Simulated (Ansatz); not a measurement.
Consider the substitution at a C–C bond: `CCOBO` + H–F → `OBOCF` + CH₄.

Program: Ansatz. Geometries: PBE0-D4/def2-TZVP. ΔE: electronic, gas phase. CBS: MP2 limit from def2 TZ/QZ plus the TZ coupled-cluster correction, frozen cores. This one scheme is used for every species. One conformer a species, not always the lowest.

```
species  CCSD/CBS(def2) energy (Eh)
`CCOBO`                  -255.52312
    H–F                  -100.38944
`OBOCF`                  -315.44902
    CH₄                   -40.45584
```

Q: Work out ΔE.

A: ΔE = (-315.44902) + (-40.45584) − (-255.52312) − (-100.38944) = 0.00770 Eh = +20.2 kJ/mol. CCSD(T)/CBS gives +21.3 kJ/mol.

Largest T1 diagnostic among the species: 0.013.

In def2-TZVPP, CCSD(T) changes the Hartree–Fock value by +20.0 kJ/mol (the triples alone add +1.1 kJ/mol) and MP2 by +26.9 kJ/mol. From PBE to PBE0 (25 % exact exchange), in def2-TZVPP and without D4, ΔE moves by +3.5 kJ/mol. The D4 term adds +5.2 kJ/mol with B3LYP and +2.9 kJ/mol with PBE0; it sums over pairs of atoms, weighted by their polarisabilities, and B3LYP, whose exchange is more repulsive, gets the larger term.

B3LYP here is the variant with VWN-RPA as its local correlation; programs differ in this.
